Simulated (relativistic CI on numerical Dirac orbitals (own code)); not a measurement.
## Magnetism of Ag²⁺, 4d9, in a crystal field

Calculated by Dirac-Coulomb-Breit CI, separate exchange-only KLI orbitals for each configuration, model QED (radiative potential, 1s self-energy scaled to tabulated hydrogen-like ionisation energies), valence Slater integrals scaled by 0.75, one configuration in a parametric crystal field (own radial code).

Field parameters in Wybourne normalisation: D4h B²₀ = −7Ds, B⁴₀ = 21(Dq − Dt), B⁴₄ = 21√(5/14) Dq; Oh B⁴₀ = 21Dq, B⁴₄ = √(5/14) B⁴₀; Td as Oh with Dq negative (B⁴₀ = 21Dq, B⁴₄ = √(5/14) B⁴₀). The field is a parameter set, without covalency.

S is read from ⟨S²⟩ = S(S + 1).

Powder χT (cm³ K mol⁻¹) by Van Vleck's formula, with temperature-independent terms:

| Field | 2 K | 5 K | 10 K | 20 K | 50 K | 100 K | 200 K | 300 K |
| --- | --- | --- | --- | --- | --- | --- | --- | --- |
| D4h, 10Dq = 14450, Ds = -820, Dt = -410 cm⁻¹ | 0.51 | 0.51 | 0.51 | 0.511 | 0.512 | 0.515 | 0.521 | 0.526 |
| D4h, 10Dq = 25150, Ds = -970, Dt = -10 cm⁻¹ | 0.476 | 0.476 | 0.476 | 0.477 | 0.478 | 0.48 | 0.484 | 0.488 |
| D4h, 10Dq = 37650, Ds = 930, Dt = -260 cm⁻¹ | 0.444 | 0.444 | 0.444 | 0.444 | 0.445 | 0.447 | 0.449 | 0.452 |
| Oh, 10Dq = 15250 cm⁻¹ | 0.552 | 0.552 | 0.552 | 0.553 | 0.555 | 0.558 | 0.565 | 0.571 |
| Oh, 10Dq = 16100 cm⁻¹ | 0.543 | 0.543 | 0.543 | 0.544 | 0.546 | 0.549 | 0.555 | 0.561 |
| Oh, 10Dq = 21950 cm⁻¹ | 0.499 | 0.499 | 0.499 | 0.5 | 0.501 | 0.504 | 0.508 | 0.513 |
| Oh, 10Dq = 33400 cm⁻¹ | 0.457 | 0.457 | 0.457 | 0.457 | 0.458 | 0.46 | 0.463 | 0.466 |
| Td, 10Dq = -7500 cm⁻¹ | 0.377 | 0.379 | 0.383 | 0.391 | 0.414 | 0.452 | 0.529 | 0.606 |

Problem. For Oh, 10Dq = 15250 cm⁻¹: what effective moment follows at 300 K?

Solution. μ_eff = √(8χT) = 2.14 μB. The ground level has S = 0.50; the spin-only moment for S = 1/2 is 1.73 μB. The difference comes from the orbital moment, spin-orbit mixing of terms and temperature-independent paramagnetism, all larger in this ionic model than in covalent complexes.
